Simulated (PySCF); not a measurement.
NMR data simulated for an unnamed compound:

¹H NMR (400 MHz, computed): δ 8.22 (d, 2H), 7.30 (m, 2H), 6.95 (t, 1H).

¹³C{¹H} NMR (computed): δ 146.9 (CH), 132.4 (CH), 123.7 (CH).

No solvent model, relativity neglected, averaged over atoms made equivalent by symmetry, fast rotation or ring inversion, one conformer. B97-2/pcSseg-2 with gauge-including orbitals; structure optimised with PBE0-D3(BJ)/def2-TZVP; PySCF 2.14.0 with density-fitted response routines.

Scale: TMS for ¹H and ¹³C (reference shieldings calculated alike).

**Question.** Which of these does the molecule contain: a vinyl group CH=CH2, a Si–CH3 group, a Si–H bond, a heteroaromatic ring?

**Answer.** 
- A vinyl group CH=CH2: no.
- A Si–CH3 group: no.
- A Si–H bond: no.
- A heteroaromatic ring: yes.

The data belong to Pyridine-N-Oxide ([O-][n+]1ccccc1, C₅H₅NO); they needn't prove each group on their own.

Carbon signals by region: 3 in the sp2 and nitrile region (100–160 ppm).

Shifts are as computed. Against solution values, carbons near 30 ppm lie about +3 ppm off and those near 130 ppm about +7 ppm. Of 1211 compounds with measured shifts, 218 miss one by over three times the rms of a fit or turn the order of signals round; such compounds aren't used in these exercises. Multiplicities follow the n + 1 count of equivalent neighbours, as no J values were calculated; m marks all less simple cases, F and P coupling included.
